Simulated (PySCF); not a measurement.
C3H7FOSi.
SMILES with atom numbers: `[CH3:1][Si@@H:2]1[O:3][CH2:4][C@H:5]1[F:6]` (hydrogens: H7, H8, H9 on C1; H10 on Si2; H11, H12 on C4; H13 on C5)

Computed by this run: PBE0-D3(BJ)/def2-SVP geometry optimisation, gas phase in PySCF; density fitting, grid level 1; the optimiser is geomeTRIC in internal coordinates, started from a GFN2-xTB structure with every atom displaced at random (about 0.01 Å).

Step 0: E = -15846.4341 eV
```
atom  x, y, z in Å  |  force x, y, z in eV/Å
C1      1.8317    0.2637    1.0773   -1.772   0.898  -1.020
Si2     0.6020   -0.5033   -0.1509   -0.222   0.549   1.362
O3      0.1098    0.4991   -1.3949    1.956   0.777  -1.107
C4     -1.2449    0.4459   -1.1485   -1.367  -0.116   0.035
C5     -1.2934   -0.3444    0.1566   -0.383  -0.112   0.756
F6     -2.0551   -1.4828    0.0960   -0.075  -0.360  -0.164
H7      1.4508    1.2290    1.4690   -0.090  -0.281  -0.139
H8      2.0232   -0.3696    1.9019    0.273  -1.094   1.237
H9      2.7554    0.4915    0.5995    1.241   0.159  -0.663
H10     0.9738   -1.8344   -0.6055    0.362  -0.632  -0.165
H11    -1.7782   -0.1068   -1.9411   -0.176  -0.016  -0.015
H12    -1.6718    1.4570   -1.0797   -0.128   0.165  -0.009
H13    -1.6975    0.2382    1.0101    0.381   0.064  -0.108
```

Q: Estimate the geometry and energy of step 1. (The exact step hangs on the optimiser's Hessian estimate; all steps are aligned on step 0, rigid shifts and turns removed.)

A: E = -15846.6158 eV, largest force 0.433 eV/Å
```
atom  x, y, z in Å  |  force x, y, z in eV/Å
C1      1.8129    0.2744    1.0498    0.037  -0.170   0.333
Si2     0.5700   -0.5011   -0.1047    0.226   0.087  -0.242
O3      0.1593    0.5327   -1.3911   -0.421  -0.057   0.085
C4     -1.2639    0.4584   -1.1471    0.402  -0.001  -0.022
C5     -1.3203   -0.3607    0.1571    0.078  -0.042  -0.002
F6     -2.0781   -1.5035    0.0618    0.042   0.052   0.022
H7      1.4339    1.2306    1.4352   -0.033   0.075   0.037
H8      2.0197   -0.3893    1.9155   -0.042   0.151  -0.215
H9      2.7771    0.4798    0.5498   -0.163  -0.109  -0.051
H10     1.0363   -1.8545   -0.5353   -0.056   0.000   0.018
H11    -1.7880   -0.0837   -1.9519   -0.001  -0.027  -0.028
H12    -1.6865    1.4739   -1.0707    0.001   0.014   0.005
H13    -1.6665    0.2261    1.0214   -0.072   0.027   0.059
```

The energy changes by -0.1817 eV. The first-order estimate −F·Δx gives -0.4539 eV and the mean of the old and new forces, exact on a quadratic surface, -0.1897 eV. The step makes an angle of 54° with the force vector and moves no atom by more than 0.096 Å.

What follows is the cost of the whole optimisation. Hardware: one thread, Arm Neoverse V1 (aarch64), no GPU, shared host. Cost: 34 s wall, 0.49 GiB resident at most.
